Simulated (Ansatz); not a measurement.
Basis sets compared for Al₉P₁₀H₂₆⁺, a nanocrystal cut from wurtzite AlP (hydrogen-capped). The state is a singlet with charge 1. Geometry PBE-D4/def2-SVP. Ansatz on 2 threads of AMD EPYC 7R13 on a shared host and a share (18 GiB) of an NVIDIA H100 80GB HBM3; times are rough, and most runs start from earlier orbitals.

```xyz
45

P     2.287   -3.089   -1.382
Al    4.018   -1.557   -2.325
P    -1.414   -3.752    0.024
Al   -2.235   -3.666    2.332
Al    0.193   -2.139   -0.748
P     0.700   -0.628    1.016
P     2.798    0.514   -1.894
Al    2.448    0.981    0.428
P    -2.835   -1.296    2.522
Al   -1.278    0.403    1.839
P    -0.558    1.824    3.613
P     1.319    3.072    0.709
Al    0.977    3.710    3.042
P    -0.704   -0.775   -2.445
Al    0.942    0.725   -3.376
Al   -2.852   -0.128   -1.496
P    -2.098    1.634    0.007
P    -0.007    2.889   -2.842
Al   -0.647    3.473   -0.580
H     2.751   -3.827   -0.249
H     2.005   -4.178   -2.264
H     5.266   -1.676   -1.340
H     3.960   -1.867   -3.891
H    -0.775   -5.027   -0.106
H    -2.425   -3.896   -0.973
H    -0.864   -3.715    3.160
H    -3.527   -4.578    2.495
H     1.192   -1.437    2.090
H     3.710    1.537   -2.318
H     3.721    0.768    1.359
H    -3.065   -1.072    3.918
H    -4.126   -0.957    2.016
H    -0.033    0.965    4.628
H    -1.733    2.281    4.286
H     2.261    4.042    0.231
H     2.303    3.437    3.886
H     0.018    4.986    3.089
H    -1.013   -1.708   -3.488
H     1.199    0.507   -4.930
H    -3.171   -1.350   -0.476
H    -3.880    0.395   -2.595
H    -3.293    2.233    0.521
H     0.905    3.889   -3.307
H    -1.101    3.156   -3.726
H    -1.342    4.897   -0.459
```

Single mean-field runs in def2-SVP, def2-TZVP are fitted with def2-universal-jkfit.

| level | functions | energy (Eh) | HOMO (eV) | LUMO (eV) | wall time |
| --- | --- | --- | --- | --- | --- |
| PBE-D4/def2-SVP | 472 | -5606.7971 | -8.98 | -5.05 | 5.5 s |
| PBE0-D4/def2-SVP | 472 | -5607.3648 | -10.04 | -4.34 | 6.5 s |

Q: Estimate the rows for PBE-D4/def2-TZVP, PBE0-D4/def2-TZVP (with forces).

A: 
| level | functions | energy (Eh) | HOMO (eV) | LUMO (eV) | wall time |
| --- | --- | --- | --- | --- | --- |
| PBE-D4/def2-TZVP | 859 | -5608.7260 | -8.97 | -5.24 | 8 s |
| PBE0-D4/def2-TZVP (with forces) | 859 | -5609.2645 | -9.99 | -4.51 | 13 s |
